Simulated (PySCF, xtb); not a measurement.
AlClH₂S₂, SMILES [SH][Al]([SH])[Cl].

GFN2-xTB (xtb 6.7.1) at its own geometry gives an orbital gap of 3.69 eV and a dipole moment of 1.03 D.

Geometry: PBE0-D3(BJ)/def2-SVP. The values are those of a single conformer.

### Question
What does PySCF with ωB97X/def2-TZVPD give? (An estimate is asked for; the answer gives what the named calculation found.)

### Answer
gap 10.85 eV (levels -10.34 and 0.51 eV), dipole 2.08 D.
